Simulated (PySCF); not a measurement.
Species: phosphorus(iii) oxide, P4O6.
Z-matrix (Å and degrees, PBE0-D3(BJ)/def2-SVP geometry), rows numbered from 1:
```
O 
P   1  1.6681
O   2  1.6682  1   99.06
P   3  1.6670  2  127.69  1    50.36
O   4  1.6681  3   99.00  2   -50.39
P   5  1.6678  4  127.67  3    50.42
O   6  1.6679  1   99.04  2   -50.46
P   7  1.6685  6  127.62  1    50.39
O   8  1.6679  7   99.05  6   -50.35
O   8  1.6678  7   99.04  6    50.39
```

The closed-shell ground state was solved at several levels (PySCF, density fitting, gas phase, non-relativistic). The dipole stays under 0.02 D at every level.

```json
{"level": "PBE0/pcSseg-1", "basis functions": "198", "HOMO (eV)": "-8.43", "LUMO (eV)": "-1.64", "gap (eV)": "6.79"}
{"level": "CAM-B3LYP/def2-SVPD", "basis functions": "234", "HOMO (eV)": "-9.71", "LUMO (eV)": "-0.43", "gap (eV)": "9.28"}
```

**Question.** What might B3LYP/pcSseg-1 (198 basis functions) give for the same quantities?

**Answer.** HOMO -8.17 eV, LUMO -1.75 eV, gap 6.42 eV.

**Question.** Over all these levels, which gives the widest orbital gap and which the narrowest?

**Answer.** CAM-B3LYP/def2-SVPD (range-separated hybrid) has the widest, 9.28 eV, and B3LYP/pcSseg-1 (global hybrid, 20 % exact exchange) the narrowest, 6.42 eV. Functional and basis both differ between the two, so the spread mixes both effects.
